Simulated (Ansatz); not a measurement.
H6InNOSi, SMILES `[OH][InH][NH][SiH3]`, 10 atoms. The species carries charge 0 and has multiplicity 1. Correlated methods include outer-core shells of In, which these sets cover unevenly. In takes the def2 core potential. All runs use 4 threads of an Intel Xeon Platinum 8175M on a shared host. Correlated methods freeze the cores.

Task: Give the basis size and wall time and peak host memory of each of these runs in Ansatz. RKS PBE0-D4/def2-TZVP frequencies; RHF-CCSD(T)/def2-TZVPP energy; RKS ωB97M-V/def2-QZVPP energy; RKS PBE-D4/def2-TZVPP energy and forces; RKS SPW92 (LDA)/def2-TZVPP energy; direct RPA on PBE orbitals/def2-TZVPP energy; RKS PBE0-D4/def2-TZVP relaxation (7 steps); RKS HSE06 (plane-wave form)-D4/def2-TZVPP energy; RKS PBE0-D4/def2-SVP energy; RHF-MP2/def2-QZVPP energy; RHF-CCSD(T)/def2-SVP energy; RKS ωB97M-V/def2-SVP energy. (Best estimate.)

Result: Computed: Other jobs shared the machine, so times are rough.

```
                                    level                   job  functions  wall time  peak host memory (GiB)
                     RKS PBE0-D4/def2-SVP                energy        102      1.4 s                    0.48
               RKS SPW92 (LDA)/def2-TZVPP                energy        238      1.4 s                     0.3
                    RKS PBE-D4/def2-TZVPP     energy and forces        238      2.6 s                    0.31
RKS HSE06 (plane-wave form)-D4/def2-TZVPP                energy        238      3.7 s                    0.63
                     RKS ωB97M-V/def2-SVP                energy        102      4.6 s                    0.48
                     RHF-CCSD(T)/def2-SVP                energy        102      4.9 s                    0.49
    direct RPA on PBE orbitals/def2-TZVPP                energy        238        7 s                    0.61
                   RKS ωB97M-V/def2-QZVPP                energy        446       16 s                     1.9
                       RHF-MP2/def2-QZVPP                energy        446       19 s                     2.4
                    RKS PBE0-D4/def2-TZVP  relaxation (7 steps)        185       26 s                    0.49
                   RHF-CCSD(T)/def2-TZVPP                energy        238      100 s                     4.8
                    RKS PBE0-D4/def2-TZVP           frequencies        185    2.3 min                    0.49
```
